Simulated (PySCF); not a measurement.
**Peak assignment**

Molfile (atoms numbered from 1):
```
C7H11ClF2O
     RDKit          3D

 22 21  0  0  0  0  0  0  0  0999 V2000
   -2.0586    0.6487    0.3534 C   0  0  0  0  0  0  0  0  0  0  0  0
   -0.7220   -0.0139   -0.0043 C   0  0  0  0  0  0  0  0  0  0  0  0
   -0.5474   -1.2582    0.8691 C   0  0  0  0  0  0  0  0  0  0  0  0
   -0.7365   -0.4146   -1.4800 C   0  0  0  0  0  0  0  0  0  0  0  0
    0.3772    1.0284    0.2839 C   0  0  0  0  0  0  0  0  0  0  0  0
    1.7862    0.7688   -0.2491 C   0  0  0  0  0  0  0  0  0  0  0  0
    1.8457    0.8990   -1.5976 F   0  0  0  0  0  0  0  0  0  0  0  0
    2.6047    1.7553    0.2284 F   0  0  0  0  0  0  0  0  0  0  0  0
    2.4089   -0.5809    0.1288 C   0  0  0  0  0  0  0  0  0  0  0  0
    2.6414   -1.4764   -0.6080 O   0  0  0  0  0  0  0  0  0  0  0  0
    2.7883   -0.6431    1.8305 Cl  0  0  0  0  0  0  0  0  0  0  0  0
   -2.8749   -0.0535    0.2072 H   0  0  0  0  0  0  0  0  0  0  0  0
   -2.2411    1.5172   -0.2748 H   0  0  0  0  0  0  0  0  0  0  0  0
   -2.0645    0.9667    1.3935 H   0  0  0  0  0  0  0  0  0  0  0  0
   -1.4099   -1.9101    0.7541 H   0  0  0  0  0  0  0  0  0  0  0  0
   -0.4632   -0.9879    1.9194 H   0  0  0  0  0  0  0  0  0  0  0  0
    0.3328   -1.8265    0.5842 H   0  0  0  0  0  0  0  0  0  0  0  0
    0.1612   -0.9649   -1.7495 H   0  0  0  0  0  0  0  0  0  0  0  0
   -1.5950   -1.0515   -1.6793 H   0  0  0  0  0  0  0  0  0  0  0  0
   -0.8049    0.4620   -2.1195 H   0  0  0  0  0  0  0  0  0  0  0  0
    0.0844    1.9869   -0.1538 H   0  0  0  0  0  0  0  0  0  0  0  0
    0.4768    1.1678    1.3623 H   0  0  0  0  0  0  0  0  0  0  0  0
  1  2  1  0
  2  3  1  0
  2  4  1  0
  2  5  1  0
  5  6  1  0
  6  7  1  0
  6  8  1  0
  6  9  1  0
  9 10  2  0
  9 11  1  0
  1 12  1  0
  1 13  1  0
  1 14  1  0
  3 15  1  0
  3 16  1  0
  3 17  1  0
  4 18  1  0
  4 19  1  0
  4 20  1  0
  5 21  1  0
  5 22  1  0
M  END
```

[PySCF 2.14.0 with density-fitted response routines: GFN2-xTB structure; σ from GIAO-PBE0/pcSseg-1; one computed conformer; one averaged value for each set of equivalent atoms; in vacuum; non-relativistic Hamiltonian]

Chemical shifts δ = σref − σ; TMS for 13C (σ = 186.93 ppm) and 1H (σ = 31.72 ppm), all at this level.

Question: Assign these signals to the numbered atoms. 13C{1H} NMR (computed): δ 181.6, 124.4, 53.3, 31.5, 30.2.

Answer: 
181.6 → C9, carbonyl carbon
124.4 → C6, fully substituted sp3 carbon bonded to 2 F, α to a carbonyl: 2 electronegative neighbours deshield it
53.3 → C5, sp3 CH2: aliphatic region, no heteroatom directly attached
31.5 → C1/C3/C4, methyl carbon: aliphatic region, no heteroatom directly attached
30.2 → C2, quaternary sp3 carbon: aliphatic region, no heteroatom directly attached

C1/C3/C4 and C2 lie closer than the usual error of such a calculation, so a measured spectrum could show them in the other order.

Question: Assign these signals to the numbered atoms. 1H NMR (400 MHz, computed): δ 2.28 (m, 2H), 1.04 (s, 9H).

Answer: 
2.28 → H21/H22, hydrogen on an sp3 CH2
1.04 → H12/H13/H14/H15/H16/H17/H18/H19/H20, hydrogen on a methyl carbon: far from electronegative atoms and π systems

Carbons that carry Cl, above all several Cl atoms, come out too deshielded, partly because spin–orbit coupling is missing. Splittings by 19F in the carbon and heteronuclear signals aren't shown, as no couplings were computed. Shifts are as computed. Against solution values, carbons near 30 ppm lie about +3 ppm off and those near 130 ppm about +5 ppm; carbons on Cl a further +6 ppm. Of 1211 compounds with measured shifts, 218 miss one by over three times the rms of a fit or turn the order of signals round; such compounds aren't used in these exercises. Multiplicities follow the n + 1 count of equivalent neighbours, as no J values were calculated; m marks all less simple cases, F and P coupling included.
